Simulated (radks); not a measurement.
Values are calculated unless marked as measured or tabulated.
Problem. These are the eigenvalues of the occupied orbitals of an atom or ion with whole-number occupations (hartree). Level of theory: scalar-relativistic Kohn-Sham, SCAN, spin-polarised, spherical densities, finite nucleus; meta-GGA in the generalised Kohn-Sham scheme; Fermi nuclear charge, rms radius of each element as measured or else 0.836 A^(1/3) + 0.57 fm (a radial shooting solver on a logarithmic mesh with Libxc functionals).

| orbital | eigenvalue |
|---|---|
| 1s | -1507.115 |
| 2s | -364.2538 |

Which element is it, and in what charge state? The configuration may be excited. Open shells, if any, are filled with parallel spins first.

Solution. Z = 55, caesium, charge +51: Cs51+ in [He] 2s2. The 1s level, -1507.1 hartree, gives Z - s = 54.9 by -(Z - s)^2/2, which with screening and relativity narrows Z to a few neighbours, and with so few levels the electron count can be read from the list.
